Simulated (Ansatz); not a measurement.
A geometry relaxed with B3LYP-D3(BJ)/def2-SVP (Ansatz, a quantum-chemistry and plane-wave program), charge 0, multiplicity 1:

```xyz
21

C     -1.1639    -0.1196    -0.1299
C      1.2408    -0.2597     0.2030
H     -0.1985    -3.3725     0.5323
H      3.9428    -0.5623     0.6050
C     -2.4676     0.4472    -0.3914
H     -2.6487     1.5031    -0.5890
H      0.8916     2.2195    -1.1537
H     -4.5296    -0.3079    -0.5324
C      0.0992     0.5179    -0.0728
C     -0.1189    -2.2966     0.3646
H      2.0046    -2.2468     0.6304
Si     2.9551     0.5110     0.2960
H      3.0320     1.5588     1.3583
C      1.1118    -1.6533     0.4169
C     -1.2503    -1.5226     0.0909
C      0.2247     2.0045    -0.3021
S     -2.9002    -2.0937    -0.0273
C     -3.4664    -0.4777    -0.3673
H      0.6586     2.5062     0.5789
H      3.3377     1.1625    -0.9931
H     -0.7399     2.4829    -0.5113
```

### Question
Write the SMILES of this molecule.

### Answer
`Cc1c([SiH3])ccc2sccc12`
